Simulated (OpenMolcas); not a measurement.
Computed transition rates of Xe IV

```
Program             : OpenMolcas
Method              : MS-RASPT2, IPEA 0.25 Eh, imaginary shift 0.1 Eh (closed shells correlated: 4d)
Basis               : ANO-RCC [10s9p8d5f3g]
Scalar Hamiltonian  : DKH2, point nucleus
Active space        : 5 electrons in 9 orbitals (RAS2 5s 5p; RAS3 5d, at most 2 electrons)
State averaging     : 2S+1 = 4 odd, 1 root; 2S+1 = 2 odd, 11 roots; 2S+1 = 4 even, 3 roots; 2S+1 = 2 even, 9 roots
Spin-orbit coupling : RASSI with atomic mean-field integrals over the reference wave functions, term energies averaged over their components
```

Rates come from the transition moments of the reference wave functions (E1 and E2 in the length form). At fixed line strength A goes as λ^-3 for E1 and M1 and as λ^-5 for E2, so a rate at the computed wavelength can be rescaled to the measured one. Measured vacuum wavelengths follow from level energies in Saloman, J. Phys. Chem. Ref. Data 33, 765 (2004). Branching counts decays inside the model space alone, at computed energies, and the table is only a selection of the E2 and M1 lines, drawn from those between levels with measured partners whose computed energy lies within a factor of 1.5 of the measured one.

```tsv
Upper	Lower	Type	λ computed (nm)	λ measured (nm)	A computed (s-1)	A rescaled (s-1)	Branching %
5s2 5p3 2D* 5/2	5s2 5p3 2D* 3/2	M1	2705	2356	4.28e-01	6.48e-01	22.7
5s2 5p3 2P* 3/2	5s2 5p3 2P* 1/2	M1	1623	1314	1.61e+00	3.03e+00	1.4
5s2 5p3 2D* 3/2	5s2 5p3 4S* 3/2	M1	752.1	753.7	1.41e+01		99.7
5s2 5p3 2P* 1/2	5s2 5p3 2D* 3/2	M1	684.9	677.1	8.10e+00		17.3
5s2 5p3 2P* 1/2	5s2 5p3 2D* 3/2	E2	684.9	677.1	8.37e-01	8.86e-01	1.8
5s2 5p3 2D* 5/2	5s2 5p3 4S* 3/2	M1	588.5	571.1	1.29e+00		68.4
5s2 5p3 2D* 5/2	5s2 5p3 4S* 3/2	E2	588.5	571.1	1.68e-01		8.9
5s2 5p3 2P* 3/2	5s2 5p3 2D* 5/2	M1	585.9	551.3	1.56e+01		13.8
5s2 5p3 2P* 3/2	5s2 5p3 2D* 5/2	E2	585.9	551.3	2.06e+00	2.79e+00	1.8
5s2 5p3 2P* 3/2	5s2 5p3 2D* 3/2	M1	481.6	446.8	5.50e+01		48.7
5s2 5p3 2P* 3/2	5s2 5p3 2D* 3/2	E2	481.6	446.8	1.11e+00	1.62e+00	1.0
5s2 5p3 2P* 1/2	5s2 5p3 4S* 3/2	M1	358.5	356.7	3.71e+01		79.1
5s2 5p3 2P* 1/2	5s2 5p3 4S* 3/2	E2	358.5	356.7	6.61e-01		1.4
5s2 5p3 2P* 3/2	5s2 5p3 4S* 3/2	M1	293.6	280.5	3.75e+01		33.2
```

Spin-changing lines and M1 lines between different terms are not rescaled, since their strength hangs on the term gaps too.

The largest correction is for 5s2 5p3 2P* 3/2 → 5s2 5p3 2P* 1/2 (M1): 1.61e+00 × (1623 / 1314)^3 = 3.03e+00 s-1, a factor of 1.88.

No measured rate stands beside these. Rescaling mends the energy factor alone: line strengths can still be far off where a level mixes with configurations outside the active space, and weak or spin-changing lines hang on small mixing coefficients that depend on the term gaps too, so rescaling need not improve them.

Term energies are means over components that CASPT2 splits; among the terms shown or strongly mixed into the levels shown the widest spread is 22 cm-1 (5s2 5p3 2D*). The run also gave levels led by 5s 5p3 5d, 5s2 5p2 5d, which use shells meant for correlation; these and all levels above them are left out. Measured partners are found by configuration, term and J. A level has none where our copy of the source lacks it or the pairing is in doubt (some pairs that miss far off the trend of their configuration count as doubtful). Levels of configurations outside the active space are missing.

* marks odd parity.
